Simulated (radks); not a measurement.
The numbers below are computed, except where a source is named.
These are the eigenvalues of the occupied orbitals of an atom or ion with whole-number occupations (Ry). Code: a radial shooting solver on a logarithmic mesh with Libxc functionals. Model: Dirac Kohn-Sham, LDA (Slater exchange, Perdew-Zunger correlation), spin-unpolarised, spherical densities, point nucleus.

orbital  eigenvalue
1s1/2     -1862.610
2s1/2     -277.9026
2p1/2     -258.7067
2p3/2     -245.8405
3s1/2     -54.38320
3p1/2     -46.74018
3p3/2     -44.46761
3d3/2     -30.88839
3d5/2     -30.43000
4s1/2     -11.10055
4p1/2      -8.65088
4p3/2      -8.25422
4d3/2      -4.44377
4d5/2      -4.39016

Which element is it, and in what charge state? The configuration may be excited. Open shells, if any, fill j = l - 1/2 first.

Answer. Z = 47, silver, charge +4: Ag4+ in [Kr] 4d7. The list shows which subshells hold electrons but not how many an open one holds; the 1s level, -931.31 hartree, gives Z - s = 43.2 by -(Z - s)^2/2, which with screening and relativity narrows Z to a few neighbours, and the depths of the outer levels then fix element, charge and occupations together.
